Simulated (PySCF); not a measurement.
Point-charge models of `c1(ccoc1)Pc1ccoc1` against its computed dipole.

Coordinates (GFN2-xTB, Å) and charges (e) from the PBE0/pcSseg-1 density (PySCF):

```csv
atom,x,y,z,Mulliken,IAO,Hirshfeld,ESP-fitted
C1,-2.821,1.208,-0.524,+0.1709,+0.0030,+0.0078,+0.0575
C2,-1.696,0.670,-1.059,-0.1067,-0.2177,-0.0869,-0.4260
C3,-1.453,-0.531,-0.331,-0.5236,-0.2669,-0.0907,+0.1221
P4,-0.110,-1.731,-0.547,+0.5619,+0.3995,+0.1199,-0.3248
C5,1.287,-0.608,-0.253,-0.4675,-0.2673,-0.0947,+0.2732
C6,2.602,-0.738,-0.785,-0.1531,-0.2263,-0.0950,-0.4563
C7,3.332,0.260,-0.225,+0.1728,+0.0048,+0.0058,-0.0371
O8,2.579,0.987,0.617,-0.3541,-0.2240,-0.0621,-0.1377
C9,1.348,0.455,0.603,+0.2054,-0.0025,-0.0011,-0.1317
C10,-2.464,-0.609,0.585,+0.2114,+0.0134,+0.0102,+0.0275
O11,-3.291,0.438,0.475,-0.3521,-0.2245,-0.0602,-0.2065
H12,-3.372,2.097,-0.757,+0.1089,+0.1739,+0.0649,+0.1532
H13,-1.106,1.061,-1.862,+0.0821,+0.1710,+0.0573,+0.2008
H14,-0.054,-1.595,-1.941,+0.0568,-0.0247,-0.0143,+0.1419
H15,2.935,-1.471,-1.492,+0.0769,+0.1651,+0.0561,+0.2478
H16,4.358,0.549,-0.340,+0.1065,+0.1726,+0.0637,+0.1787
H17,0.601,0.909,1.223,+0.1025,+0.1744,+0.0548,+0.1757
H18,-2.684,-1.344,1.334,+0.1009,+0.1763,+0.0647,+0.1415
```

Compute μ = Σ q r for each scheme (1 e·Å = 4.803 D) and compare with the dipole of the full density.

The full density gives (0.11, 0.74, -0.86) D, 1.14 D in size; dipole vectors point from the negative to the positive end.

```tsv
scheme	μx	μy	μz	size (D)	share of the full size (%)	angle to the full dipole (°)
Mulliken	-0.03	-2.54	-1.37	2.89	253	102
IAO	0.03	-1.59	-0.74	1.75	154	106
Hirshfeld	-0.36	-0.18	0.04	0.40	35	117
ESP-fitted	0.12	0.72	-0.88	1.14	100	1
```

Which set comes closest?

Length of the difference vector: ESP-fitted 0.03 D, Hirshfeld 1.37 D, IAO 2.34 D, Mulliken 3.32 D. Closest: ESP-fitted. The schemes that divide the density aren't constrained to reproduce the dipole.

What is left for the Hirshfeld atoms' own dipoles?

The shares of the density sum to the whole, so what Σ q r misses lies in dipoles about the nuclei. The atomic dipoles sum to (0.11, 0.74, -0.86) − (-0.36, -0.18, 0.04) = (0.47, 0.92, -0.90) D, 1.37 D in size.

With the origin at the mean of the coordinates, (0.000, 0.000, -0.293) Å, which are the largest single terms, by size, of the IAO dipole along the direction of the full one?

H18 -1.99, P4 -1.81, H13 +1.45, H12 +1.17, C2 -0.89 D; all 18 atoms together -0.47 D. The single terms depend on the origin, their sum doesn't.

Give the size of the full dipole in other units.

1.14 D = 0.449 au = 0.237 e·Å = 3.80 × 10⁻³⁰ C·m.

Isolated species at its GFN2-xTB geometry (one conformer only).

These values come from a run that also computed NMR shieldings. Time: 44 s of wall time; peak memory 1.0 GiB. Hardware: one thread of an Arm Neoverse V1, no GPU, shared host.

Conformer computed: `[cH:1]1[cH:2][c:3]([PH:4][c:5]2[cH:6][cH:7][o:8][cH:9]2)[cH:10][o:11]1`: C2–C3–P4–C5 59°, C3–P4–C5–C6 -152°.
